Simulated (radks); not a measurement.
The numbers below are computed, except where a source is named.
All-electron atom: Sn XXI in [Ar] 3d10 4s2 (the NIST ground configuration). Level of theory: non-relativistic Kohn-Sham, LDA (Slater exchange, Perdew-Wang correlation), spin-unpolarised, spherical densities, point nucleus; relativity is left out, which matters for an element this heavy (a radial shooting solver on a logarithmic mesh with Libxc functionals).

Radial electron density D(r) = 4 pi r^2 rho(r):

r (bohr)  D(r) (e/bohr)
0.002097          3.942
0.002365          4.879
0.002688          6.102
0.00303           7.496
0.003417          9.169
0.003883          11.31
0.004378          13.68
0.004936          16.45
0.00561           19.87
0.006326          23.52
0.007132          27.59
0.008106          32.36
0.00914           37.13
0.01031           42.06
0.01171           47.30
0.01321           51.95
0.01489           56.07
0.01692           59.56
0.01908           61.72
0.02151           62.63
0.02445           62.18
0.02757           60.62
0.03108           58.37
0.03533           55.93
0.03983           54.44
0.04491           54.48
0.05104           56.80
0.05755           61.18
0.06489           67.09
0.07375           73.71
0.08315           78.53
0.09375           80.47
0.1066            78.41
0.1201            72.96
0.1355            65.73
0.154             58.76
0.1736            55.29
0.1957            55.78
0.2224            59.51
0.2508            63.19
0.2828            63.86
0.3214            59.01
0.3624            49.44
0.4086            37.25
0.4643            24.72
0.5236            15.75
0.5903            10.09
0.6709            6.786
0.7564            4.918
0.8529            3.396
0.9694            1.967
1.093            0.9663
1.232            0.3782
1.401            0.1049
1.579           0.02351
1.78           0.003846
2.024         0.0003787

D(r) has 3 maxima, at r = 0.0220, 0.0938, 0.272 bohr, and minima at 0.0421, 0.181 bohr, inside which lie 2.02, 11.32 electrons.
